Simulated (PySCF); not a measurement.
Gas-phase reaction: Ga₂H₆ + 2 HCl ⇌ 2 GaH₂Cl + 2 H₂

Computed with PySCF and rigid-rotor harmonic-oscillator thermochemistry at 1 bar. † marks an energy on the PBE0/def2-TZVP geometry and frequencies; other levels use their own. CCSD(T) freezes the core. 6-31G* has spherical d functions here. All species are closed-shell singlets. B3LYP is the form with VWN-RPA correlation. Ga: all electrons, no relativistic terms. Ga₂H₆, GaH₂Cl: computed as isolated molecules; such fragments, hydroxides, amides, oligomers or adducts are transient or little studied in the gas. CCSD(T) isn't extrapolated to the basis-set limit; its ΔH°(298 K) is -120.1 kJ in def2-SVP and -108.8 kJ in def2-TZVPP. The harmonic model lacks anharmonicity and excited electronic states, which grow with temperature; levels with a mode under 35 cm⁻¹ are left out.

```tsv
level	ΔE electronic, kJ	ΔH°(298 K), kJ	ΔS°(298 K), J/K	ΔG°(2500 K), kJ
B3LYP/def2-TZVP†	-127	-140	119	-442
BLYP/def2-TZVP†	-135	-148	119	-450
CCSD(T)/def2-TZVPP†	-96	-109	119	-411
HF/6-31G*	-171	-183	119	-484
PBE0/def2-SVP†	-101	-114	119	-417
PBE0/def2-TZVP	-104	-117	119	-419
LDA/def2-TZVP†	-53	-66	119	-368
ωB97X-V/def2-TZVP†	-113	-126	119	-428
```
ΔH° is lowest at HF/6-31G* and highest at LDA/def2-TZVP†. No reference value is set beside these.
